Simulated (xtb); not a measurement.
BI2, SMILES I[B]I (connectivity only; charge and spin as stated), charge +1, multiplicity 1. All values are semi-empirical tight-binding results from xtb (GFN2-xTB unless named), good for trends rather than for accurate numbers. Coordinates come from a GFN2-xTB optimisation. The multiplicity is an assumed one; other spin states were not compared. The isomer is the one that the SMILES or the coordinates give; other isomers of the formula were not compared.

Optimised geometry:

```xyz
3

I      0.0000     0.0000    -1.9768
B      0.0000     0.0000     0.0000
I      0.0000     0.0000     1.9768
```
Charge +1, spin multiplicity 1.

### Question
Estimate the properties. (The exact figures need the calculation; the answer reports its results.)

### Answer

The point group as xtb finds it comes out as D∞h and the orbital gap comes out as 3.77 eV. The zero-point energy is 2.7 kcal/mol and the G − E(el) at 298.15 K (modified RRHO) is -14.4 kcal/mol. The static polarisability (D4 model) comes out as 76.7 bohr³. The solvation energy, GFN2-xTB/ALPB(water) comes out as -42.6 kcal/mol and the solvation energy, GFN2-xTB/ALPB(hexane) is -35.0 kcal/mol.

### Question
Give the atomic charges and the Wiberg bond orders between heavy atoms. (An estimate is asked for; the answer gives what the named calculation found.)

### Answer
charges (e) I1 0.31, B2 0.39, I3 0.31. Bond orders I1–B2 1.73, B2–I3 1.73.
